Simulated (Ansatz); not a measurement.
CH5AlBClO, SMILES `O[B]([AlH2])CCl`, relaxed with RKS PBE0-D4/def2-TZVP in Ansatz from a PBE-D4/def2-SVP geometry. The force threshold is 0.005 eV/Å; the program also tests the step.

The species carries charge 0 and has multiplicity 1.

Start:

```xyz
10

O     0.575   -0.640    1.896
B     0.179   -0.196    0.671
Al   -1.128    1.262   -0.238
C     0.854   -0.955   -0.577
Cl    0.119   -0.167   -2.077
H     0.143   -0.155    2.623
H    -2.689    0.940   -0.481
H    -0.625    2.769   -0.510
H     0.620   -2.038   -0.646
H     1.952   -0.820   -0.662
```

Task: By how much does the energy fall, and how many steps does the optimiser take? (An estimate is asked.)

Result: Ansatz gave: 0.79 kcal/mol, in 7 steps.

Task: Which bonds change most? (Best estimate.)

Result: Computed: C4–Cl5 from 1.847 to 1.817 Å; C4–H9 from 1.110 to 1.091 Å; C4–H10 from 1.110 to 1.091 Å.

Task: Give the relaxed structure. (An estimate is asked.)

Result: Ansatz gave: 
```xyz
10

O     0.577   -0.637    1.884
B     0.176   -0.193    0.671
Al   -1.125    1.257   -0.245
C     0.844   -0.945   -0.572
Cl    0.117   -0.156   -2.039
H     0.167   -0.174    2.618
H    -2.665    0.926   -0.500
H    -0.620    2.745   -0.521
H     0.607   -2.008   -0.642
H     1.924   -0.815   -0.654
```
